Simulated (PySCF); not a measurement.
Li⁺ (lithium, charge +1) across methods

1s2, closed-shell 1S. Computed with PySCF 2.14 in dyall-acv3z (15s9p3d, 57 functions), with the spin-free X2C one-electron Hamiltonian (Gaussian nucleus).

```json
{"method": "UHF", "E (hartree)": "-7.23707", "mean ε 1s (eV)": "-75.989", "Σ⟨r²⟩ (bohr²)": "0.8904", "⟨S²⟩": "0.000"}
{"method": "r2SCAN", "E (hartree)": "-7.2823", "mean ε 1s (eV)": "-61.921", "Σ⟨r²⟩ (bohr²)": "0.9037", "⟨S²⟩": "0.000"}
{"method": "B2PLYP", "E (hartree)": "-7.2693", "mean ε 1s (eV)": "-69.041", "Σ⟨r²⟩ (bohr²)": "0.9041", "⟨S²⟩": "0.000"}
{"method": "PBE", "E (hartree)": "-7.2575", "mean ε 1s (eV)": "-60.411", "Σ⟨r²⟩ (bohr²)": "0.9195", "⟨S²⟩": "0.000"}
{"method": "B97-3", "E (hartree)": "-7.2906", "mean ε 1s (eV)": "-64.972", "Σ⟨r²⟩ (bohr²)": "0.9031", "⟨S²⟩": "0.000"}
{"method": "PBE0", "E (hartree)": "-7.2632", "mean ε 1s (eV)": "-64.487", "Σ⟨r²⟩ (bohr²)": "0.9102", "⟨S²⟩": "0.000"}
{"method": "LDA", "E (hartree)": "-7.1435", "mean ε 1s (eV)": "-59.602", "Σ⟨r²⟩ (bohr²)": "0.9362", "⟨S²⟩": "0.000"}
{"method": "BP86", "E (hartree)": "-7.2772", "mean ε 1s (eV)": "-60.563", "Σ⟨r²⟩ (bohr²)": "0.9117", "⟨S²⟩": "0.000"}
```

Task: Estimate the same row for revPBE.

Result: E (hartree) = -7.2816; mean ε 1s (eV) = -60.507; Σ⟨r²⟩ (bohr²) = 0.9164; ⟨S²⟩ = 0.000.
